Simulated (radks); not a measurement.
Results of a calculation; reference values are marked as such.
Correlation energies from several functionals, in hartree. Species: Be3+ 1s1; Re73+ [He]; Al12+ 1s1. Level of theory: non-relativistic Kohn-Sham, exchange-only PBE, spin-polarised, spherical densities, point nucleus (a radial shooting solver on a logarithmic mesh with Libxc functionals). Every spin shell is full or empty, so the densities are truly spherical. Functionals are evaluated on that one density, not self-consistently.

\begin{tabular}{lrrr}
functional & Be3+ & Re73+ & Al12+ \\ \hline
PW92 & -0.037691 & -0.32165 & -0.053492 \\
PZ & -0.037851 & -0.32351 & -0.054011 \\
Wigner & 0 & -0.11235 & 0 \\
Chachiyo & -0.037293 & -0.32111 & -0.053094 \\
PBE & -0.0061783 & -0.048160 & -0.0061228 \\
PW91 & -0.0080254 & -0.079912 & -0.0095923 \\
OP (B88) & 0 & -0.083919 & 0 \\
B95 & 0 & -0.11625 & 0 \\
\end{tabular}
